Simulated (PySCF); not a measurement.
**Two-component Hartree-Fock for Re (rhenium, neutral)**

Start: [Xe] 4f14 5d5 6s2; 5d5/2 filled at m_j = -3/2, -1/2, +1/2, +3/2, +5/2. Calculated with PySCF 2.14 in x2c-TZVPall-2c with one added diffuse shell each of s, p, d type (12s12p11d2f, 117 functions): generalised Hartree-Fock with the X2C-1e Hamiltonian and a Gaussian nucleus; spin-orbit coupling (SO) screened by Boettger's factors. This is a chosen level, not necessarily the ground level.

```json
{"spinor shell": "1s1/2", "electrons": "2", "ε, screened SO (eV)": "-72045.2", "weight of nominal j (screened SO)": "1.000", "rms radius, screened SO (bohr)": "0.0204"}
{"spinor shell": "2s1/2", "electrons": "2", "ε, screened SO (eV)": "-12631.9", "weight of nominal j (screened SO)": "1.000", "rms radius, screened SO (bohr)": "0.0824"}
{"spinor shell": "2p1/2", "electrons": "2", "ε, screened SO (eV)": "-12065.2", "weight of nominal j (screened SO)": "1.000", "rms radius, screened SO (bohr)": "0.0700"}
{"spinor shell": "2p3/2", "electrons": "4", "ε, screened SO (eV)": "-10619.8", "weight of nominal j (screened SO)": "1.000", "rms radius, screened SO (bohr)": "0.0775"}
{"spinor shell": "3s1/2", "electrons": "2", "ε, screened SO (eV)": "-2987.2", "weight of nominal j (screened SO)": "1.000", "rms radius, screened SO (bohr)": "0.210"}
{"spinor shell": "3p1/2", "electrons": "2", "ε, screened SO (eV)": "-2734.8", "weight of nominal j (screened SO)": "1.000", "rms radius, screened SO (bohr)": "0.202"}
{"spinor shell": "3p3/2", "electrons": "4", "ε, screened SO (eV)": "-2415.7", "weight of nominal j (screened SO)": "1.000", "rms radius, screened SO (bohr)": "0.217"}
{"spinor shell": "3d3/2", "electrons": "4", "ε, screened SO (eV)": "-1996.7", "weight of nominal j (screened SO)": "1.000", "rms radius, screened SO (bohr)": "0.192"}
{"spinor shell": "3d5/2", "electrons": "6", "ε, screened SO (eV)": "-1927.9", "weight of nominal j (screened SO)": "1.000", "rms radius, screened SO (bohr)": "0.196"}
{"spinor shell": "4s1/2", "electrons": "2", "ε, screened SO (eV)": "-656.33", "weight of nominal j (screened SO)": "1.000", "rms radius, screened SO (bohr)": "0.468"}
{"spinor shell": "4p1/2", "electrons": "2", "ε, screened SO (eV)": "-549.77", "weight of nominal j (screened SO)": "1.000", "rms radius, screened SO (bohr)": "0.476"}
{"spinor shell": "4d3/2", "electrons": "4", "ε, screened SO (eV)": "-299.13", "weight of nominal j (screened SO)": "0.999", "rms radius, screened SO (bohr)": "0.531"}
{"spinor shell": "4d5/2", "electrons": "6", "ε, screened SO (eV)": "-284.69", "weight of nominal j (screened SO)": "0.999", "rms radius, screened SO (bohr)": "0.543"}
{"spinor shell": "5s1/2", "electrons": "2", "ε, screened SO (eV)": "-100.61", "weight of nominal j (screened SO)": "1.000", "rms radius, screened SO (bohr)": "1.12"}
{"spinor shell": "5p1/2", "electrons": "2", "ε, screened SO (eV)": "-66.975", "weight of nominal j (screened SO)": "0.923", "rms radius, screened SO (bohr)": "1.25"}
{"spinor shell": "4f5/2", "electrons": "6", "ε, screened SO (eV)": "-61.401", "weight of nominal j (screened SO)": "0.983", "rms radius, screened SO (bohr)": "0.637"}
{"spinor shell": "4f7/2", "electrons": "8", "ε, screened SO (eV)": "-58.786", "weight of nominal j (screened SO)": "0.987", "rms radius, screened SO (bohr)": "0.638"}
{"spinor shell": "5p3/2", "electrons": "4", "ε, screened SO (eV)": "-53.268", "weight of nominal j (screened SO)": "0.961", "rms radius, screened SO (bohr)": "1.33"}
{"spinor shell": "5d5/2", "electrons": "5", "ε, screened SO (eV)": "-12.096", "weight of nominal j (screened SO)": "0.524", "rms radius, screened SO (bohr)": "2.00"}
{"spinor shell": "6s1/2", "electrons": "2", "ε, screened SO (eV)": "-7.516", "weight of nominal j (screened SO)": "1.000", "rms radius, screened SO (bohr)": "3.62"}
```

Question: Where does 4p3/2 lie, and what is the 4p spin-orbit splitting (screened SO)?

Answer: At -474.43 eV, 75.342 eV above 4p1/2.

```csv
quantity,screened SO
E (hartree),-16700.71186
M_J,5/2
⟨J²⟩,8.806
⟨L²⟩,0.230
⟨S²⟩,8.722
```

Each row is a mean over spinors that exchange with the open shell spreads, by up to 8.105 eV (5p3/2).

Rows whose weight is well below 1 are mixtures of j = l ± 1/2: exchange outweighs spin-orbit coupling there, and the label is only the starting occupation.

⟨J²⟩ departs a little from M_J(M_J + 1) because the unrestricted spinors polarise the closed shells.

Breit and QED terms are absent; they matter most for the inner s and p1/2 levels.

Densities and radii are taken from the X2C orbitals without a picture-change correction, which distorts them close to the nucleus.
